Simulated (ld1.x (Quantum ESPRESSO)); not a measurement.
## boron: one change to a TM potential, before and after

- Element: B (Z = 5)
- Generator: ld1.x (Quantum ESPRESSO) 7.5
- Type: norm-conserving Troullier–Martins (Kleinman–Bylander form)
- Functional: BLYP
- Relativity: scalar-relativistic
- Frozen core: [He]
- Valence charge: 3
- Reference configuration: 2s2 2p1
- Partial waves: 2p (bound): rc 3.45 bohr; 3d channel at 0.1 Ry: rc 3.35 bohr; 2s (bound): rc 1.65 bohr
- Local potential: the s channel
- Core correction: none

Change: wave 2s (bound): rc 1.65 bohr becomes 2s (bound): rc 1.10 bohr.

Cutoffs: the cutoffs (Ry, on a coarse ladder) from which the occupation-weighted sum of valence levels, in a spherical-Bessel basis at the reference potential, stays within 10 and 1 mRy of its value at 400 Ry; they do not see the model core or the augmentation charge, which bear on the density cutoff. Errors are all-electron minus pseudo energies relative to the spin-unpolarised reference configuration.

Problem. Predict the effect on cutoff, ghosts and configuration errors.

Solution. The potential gets harder (18 Ry and 45 Ry → 21 Ry and 70 Ry); the errors of the 7 common tests hardly move; neither file shows a bound ghost. A smaller radius makes the pseudo-wave follow the all-electron one further in, where it bends more sharply, so more plane waves are needed.

```csv
quantity,base,changed
"cutoff, loose",18 Ry,21 Ry
"cutoff, tight",45 Ry,70 Ry
loose cutoff by channel (10 mRy a level),"p 10 Ry, s 15 Ry","p 10 Ry, s 18 Ry"
bound ghosts,none,none
"error for 2s2 2p0, meV [ΔE 8.17 eV]",+159,+155
"error for 2s1 2p0, meV [ΔE 33.52 eV]",+479,+475
"error for 2s2 2p0.5, meV [ΔE 2.86 eV]",+24,+23
"error for 2s1 2p1, meV [ΔE 14.23 eV]",-70,-70
"error for 2s1 2p2, meV [ΔE 5.78 eV]",-20,-22
"error for 2s0 2p3, meV [ΔE 11.60 eV]",-80,-86
"error for 2s2 2p1.3, meV [ΔE -0.72 eV]",+2.5,+2.4
s: phases at 3.75 bohr within 0.05 rad from the reference energy up to (Ry; the scan ends near 5),3.2,3.4
p: phases at 3.75 bohr within 0.05 rad from the reference energy up to (Ry; the scan ends near 5),0.5,0.5
d: phases at 3.75 bohr within 0.05 rad from the reference energy up to (Ry; the scan ends near 5),2.4,2.4
```
